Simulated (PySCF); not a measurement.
# How methods differ on the ionisation energy of Kr²¹⁺

Kr²¹⁺ [Ne] 3s2 3p3 (4S) → Kr²²⁺ [Ne] 3s2 3p2 (3P), as a difference of total energies. Computed with PySCF 2.14 in an even-tempered Gaussian basis (18 s from 2.2 bohr⁻², ratio 2.5; 12 p from 2.9 bohr⁻², ratio 2.5; 5 d from 13 bohr⁻², ratio 2.7; 4 f from 20 bohr⁻², ratio 2.7), with scalar relativity by spin-free X2C-1e. Correlated levels: outer shells: 1s2 frozen; virtual orbitals above 40 to 60 times the deepest correlated orbital energy dropped. The calculations carry no spin-orbit coupling.

| method | ionisation energy (eV) |
| --- | --- |
| UHF | 943.89 |
| MP2 (outer shells) | 944.46 |
| SCS-MP2 (outer shells) | 944.21 |
| CCSD (outer shells) | 944.27 |
| CCSD(T) (outer shells) | 944.26 |

Task: How much does correlation contribute at CCSD(T) (outer shells)?

Result: 944.26 − (943.89) = 0.37 eV, measured against UHF.

Spin-orbit coupling is strong in these open shells (close to jj coupling). The scalar numbers leave it out and a first-order estimate fails, so it can dominate the gap to the real levels.

Breit and QED terms and the two-electron picture change are absent.

For comparison: 945 ± 3 eV (semi-empirical (NIST evaluation); NIST Atomic Spectra Database, ionization energies).
